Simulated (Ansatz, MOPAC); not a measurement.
Diatomic NO-, multiplicity 3 (lowest of 2S+1 = 1, 3, 5 at CCSD(T)/def2-TZVPP on PBE0 minima; our sources give no spin for the ground state, which may be another).

The constants come from a fifth-degree fit in 1/R (seven points, main isotopes). Runs in def2 and cc sets follow the lowest solution found near the PBE0 minimum.

Cores are frozen in the correlated methods. CBS(a, b) extrapolates the correlation energy as X⁻³ and adds the Hartree–Fock energy of set b. The state that PM6 reach isn't checked.

The values were computed with Ansatz (Gaussian orbitals); MOPAC for PM6 (differences of heats of formation). 

### Question
What bond length and harmonic frequency does PM6 give?

### Answer
r_e = 1.209 Å, ω_e = 1727 cm⁻¹.

### Question
What bond length and harmonic frequency does B3LYP/def2-TZVPP give?

### Answer
r_e = 1.267 Å, ω_e = 1436 cm⁻¹.

### Question
What bond length and harmonic frequency does CCSD(T)/CBS(aug-cc-pVTZ, aug-cc-pVQZ) give?

### Answer
r_e = 1.264 Å, ω_e = 1397 cm⁻¹.

Ansatz is a program for electronic structure.
